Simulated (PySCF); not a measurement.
Stretching GaSi

Set-up: Ga def2-TZVPP, Si def2-TZVPP; no relativity (PySCF 2.14). Energies in eV from Ga + Si in their ground configurations at the same level. All curves are PBE0. state 1: ⁴Σ⁻ (quartet), unpaired electrons σ ↑, π ↑↑; state 2: Ms = 0.5 determinant of mixed spin (⟨S²⟩ near 1.8), unpaired electrons σ ↓, π ↑↑, a second solution, started from another occupation; state 3: Ms = 0.5 determinant of mixed spin (⟨S²⟩ near 1.8), unpaired electrons σ ↑, π ↑↓, a mixture of terms (⟨Lz²⟩ = 2.0), a second solution, started from another occupation; state 4: doublet, unpaired electrons σ ↑, a mixture of terms (⟨Lz²⟩ = 2.0), a second solution, started from another occupation.

| R (Å) | state 1 | state 2 | state 3 | state 4 |
| --- | --- | --- | --- | --- |
| 2.082 | -1.943 | -1.670 | -1.586 | -0.807 |
| 2.179 | -2.288 | -2.010 | -1.934 | -1.170 |
| 2.276 | -2.475 | -2.189 | -2.122 | -1.371 |
| 2.348 | -2.541 | -2.248 | -2.187 | -1.444 |
| 2.421 | -2.559 | -2.258 | -2.203 | -1.468 |
| 2.494 | -2.541 | -2.232 | -2.184 | -1.454 |
| 2.591 | -2.477 | -2.157 | -2.116 | -1.393 |
| 2.712 | -2.353 | -2.022 | -1.989 | -1.272 |
| 2.857 | -2.167 | -1.827 | -1.800 | -1.089 |
| 3.050 | -1.892 | -1.549 | -1.524 | -0.815 |

Q: Put a parabola through the three lowest points of the state 1 curve and estimate Re, k and ωe (reduced mass 19.9 u; 1 eV/Å² = 0.16022 mdyn/Å; ωe = 1302.8·√(k/μ) cm⁻¹).

A: Through R = 2.348, 2.421, 2.494 Å the second-order coefficient is 3.38 eV/Å², so Re ≈ 2.421 Å, k ≈ 1.08 mdyn/Å and ωe ≈ 304 cm⁻¹. A polynomial fit of higher order to the unrounded PBE0 energies gives Re = 2.418 Å, k = 1.10 mdyn/Å, ωe = 306 cm⁻¹; anharmonicity and rounding make the difference.

The higher-order fit for each curve: state 1: Re = 2.418 Å, ωe = 306 cm⁻¹, De = 2.56 eV; state 2: Re = 2.402 Å, ωe = 316 cm⁻¹, minimum 2.26 eV below the ground-state fragments; state 3: Re = 2.415 Å, ωe = 310 cm⁻¹, minimum 2.20 eV below the ground-state fragments; state 4: Re = 2.427 Å, ωe = 307 cm⁻¹, minimum 1.47 eV below the ground-state fragments.

Spin–orbit coupling is left out. The state was picked by a PBE0 search and need not be the measured ground state.
